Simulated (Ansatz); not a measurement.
Reaction (SMILES): Br (HBr) → Br atom + H atom
B3LYP-D3(BJ)/def2-TZVP geometries, fixed; electronic energies without zero-point terms.
Largest species:
```
Br
H 1 1.4248
```
Charge 0, spin multiplicity 1.

How fast the bond dissociation energy converges with the basis for several methods (Ansatz, a quantum-chemistry and plane-wave program): deviation from each method's own reference, in kcal/mol. References: CCSD(T) 93.53 kcal/mol, Hartree-Fock in aug-cc-pV5Z plus the correlation part extrapolated as X^-3 from aug-cc-pVQZ and aug-cc-pV5Z; HF 65.02 kcal/mol, the value in aug-cc-pV5Z; MP2 93.18 kcal/mol, Hartree-Fock in aug-cc-pV5Z plus the correlation part extrapolated as X^-3 from aug-cc-pVQZ and aug-cc-pV5Z; PBE 93.10 kcal/mol, the value in aug-cc-pV5Z; PBE0 91.66 kcal/mol, the value in aug-cc-pV5Z; wB97M-V 92.03 kcal/mol, the value in aug-cc-pV5Z. All functions are spherical. In correlated methods cores are frozen (with 3d on Ga to Br). Open shells are unrestricted. No added dispersion term, no relativity. Functionals ending in -V hold VV10 correlation. 

| basis | functions | CCSD(T) | HF | MP2 | PBE | PBE0 | wB97M-V |
|---|---|---|---|---|---|---|---|
| aug-cc-pVDZ | 45 | -4.59 | … | -5.72 | -0.54 | -0.47 | -0.19 |
| def2-SVPD | 49 | -4.33 | … | -5.36 | 0.36 | 0.34 | 1.25 |
| pcseg-2 | 57 | -3.00 | … | -3.39 | -0.46 | -0.39 | -0.35 |
| cc-pVTZ | 57 | -2.65 | … | -3.08 | -0.20 | -0.22 | -0.16 |
| aug-pcseg-2 | 82 | -2.38 | … | -2.71 | -0.16 | -0.12 | -0.15 |
| aug-cc-pVTZ | 82 | -1.68 | … | -2.10 | -0.08 | -0.10 | -0.08 |
| cc-pVQZ | 98 | -0.96 | … | -1.25 | -0.11 | -0.08 | 0.01 |
| pcseg-3 | 101 | -1.11 | … | -1.44 | -0.13 | -0.06 | -0.05 |

Problem. Fill in the missing entries.

Solution. 
- aug-cc-pVDZ, HF: 0.00
- def2-SVPD, HF: 0.71
- pcseg-2, HF: -0.20
- cc-pVTZ, HF: -0.16
- aug-pcseg-2, HF: -0.06
- aug-cc-pVTZ, HF: -0.13
- cc-pVQZ, HF: -0.02
- pcseg-3, HF: 0.09

Mean absolute deviation over pcseg-2, cc-pVTZ, aug-pcseg-2, aug-cc-pVTZ: HF 0.14, wB97M-V 0.19, PBE0 0.21, PBE 0.23, CCSD(T) 2.43, MP2 2.82 kcal/mol.
